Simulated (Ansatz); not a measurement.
System: C2H5BF, net charge -1, singlet state. It need not be the lowest isomer of its formula. Whether it binds its extra electron was not tested at this geometry. 
Coordinates optimised at B3LYP-D3(BJ)/def2-TZVP (Ansatz, a first-principles code):
```
B
F 1 1.4194
C 1 1.4485 2 122.20
H 3 1.0893 1 122.33 2 -180.00
H 3 1.0901 4 113.94 1 -180.00
C 1 1.6089 2 111.10 3 -180.00
H 6 1.0947 1 111.92 2 180.00
H 6 1.0995 7 107.58 1 -123.14
H 6 1.0995 7 107.58 8 -113.72
```
Charge -1, spin multiplicity 1.

Basis-set convergence of Hartree-Fock and CCSD correlation energies (hartree) with Ansatz. Correlated levels leave the core frozen unless marked. Spin-orbit coupling is left out. Non-relativistic.

```csv
basis,functions,E(HF),"E(corr, CCSD)"
aug-cc-pVDZ,137,-202.83500,-0.64327
aug-cc-pVTZ,299,-202.89059,-0.76410
aug-cc-pVQZ,550,-202.90360,-0.80186
```

Extrapolating the two largest sets (X = 3 and 4) as X^-3: E(corr) = (64·(-0.80186) - 27·(-0.76410))/37 = -0.8294 Eh, an estimate of the basis-set limit. The largest set recovers 96.7 % of it, the smallest 77.6 %.
